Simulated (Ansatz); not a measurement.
H2O2, charge +1, doublet, at a GFN2-xTB geometry (a state made from the parent by changing its charge; the spin is typed, not shown lowest); MP2/cc-pVDZ (Ansatz, a program for electronic structure).

The Ansatz input:
Ansatz 0.2 input:
```yaml
crystal:
  periodic: [false, false, false]
  atoms:
    - {symbol: O, position_ang: [0.00029017, 0.64522356, -0.01214168]}
    - {symbol: O, position_ang: [-0.00029017, -0.64522356, 0.01214168]}
    - {symbol: H, position_ang: [0.94311055, 0.99403527, -0.03396231]}
    - {symbol: H, position_ang: [-0.94311055, -0.99403527, 0.03396231]}
basis:
  gaussian:
    orbitals: cc-pVDZ
total_charge: 1
magnetization: {spin_polarized: true, initial_magnetization: 1}
correlation: {method: mp2}
```

**Question.** Write the output that Ansatz gives for this input, abridged.

**Answer.** 
```
Functional definition: HF
351 factors; integrals over basis functions are off by at most 1.5e-3 eV
mean field evaluation 1: about -4091.8128 eV, gradient 2.0e1 eV
mean field evaluation 2: about -4091.8887 eV, gradient 2.0e1 eV
mean field evaluation 4: about -4093.3941 eV, gradient 1.5e0 eV
mean field evaluation 8: about -4093.4119 eV, gradient 2.3e-4 eV
mean field evaluation 16: about -4093.3015 eV, gradient 1.2e0 eV
mean field -4093.41196228 eV, -150.4301149996 hartree, gradient 2.3e-6 eV, S^2 0.766312; 2 other end points of the search recorded, 0 dependent functions left out
2 core orbitals not correlated
reference -4093.41196228 eV, -150.4301149996 hartree; 7, 6 occupied and 29, 30 virtual orbitals, 351 factors
second order -10.10699965 eV of doubles, -0.00000000 eV of singles
Total energy: -4103.51896193 eV, -150.8015403858 hartree
```
